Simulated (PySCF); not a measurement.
# Two-component Hartree-Fock for Au⁵¹⁺ (gold, charge +51)

Start: [Ar] 3d10. Calculated with PySCF 2.14 in an uncontracted even-tempered set (18 s from 4.7 bohr⁻², ratio 2.6; 15 p from 6.2 bohr⁻², ratio 2.6; 10 d from 6.2 bohr⁻², ratio 2.6; 5 f from 6.3 bohr⁻², ratio 2.8): generalised Hartree-Fock with the X2C-1e Hamiltonian and a Gaussian nucleus; spin-orbit coupling (SO) screened by Boettger's factors.

| spinor shell | electrons | ε, screened SO (eV) | weight of nominal j (screened SO) | rms radius, screened SO (bohr) |
| --- | --- | --- | --- | --- |
| 1s1/2 | 2 | -83988.3 | 1.000 | 0.0190 |
| 2s1/2 | 2 | -17237.7 | 1.000 | 0.0767 |
| 2p1/2 | 2 | -16635.0 | 1.000 | 0.0649 |
| 2p3/2 | 4 | -14784.1 | 1.000 | 0.0728 |
| 3s1/2 | 2 | -6097.6 | 1.000 | 0.192 |
| 3p1/2 | 2 | -5834.0 | 1.000 | 0.183 |
| 3p3/2 | 4 | -5399.5 | 1.000 | 0.198 |
| 3d3/2 | 4 | -4981.1 | 1.000 | 0.173 |
| 3d5/2 | 6 | -4887.3 | 1.000 | 0.176 |

```tsv
quantity	screened SO
E (hartree)	-17060.79923
M_J	0
⟨J²⟩	0.000
⟨L²⟩	0.082
⟨S²⟩	0.082
```

Breit and QED terms are absent; they matter most for the inner s and p1/2 levels.

Densities and radii are taken from the X2C orbitals without a picture-change correction, which distorts them close to the nucleus.
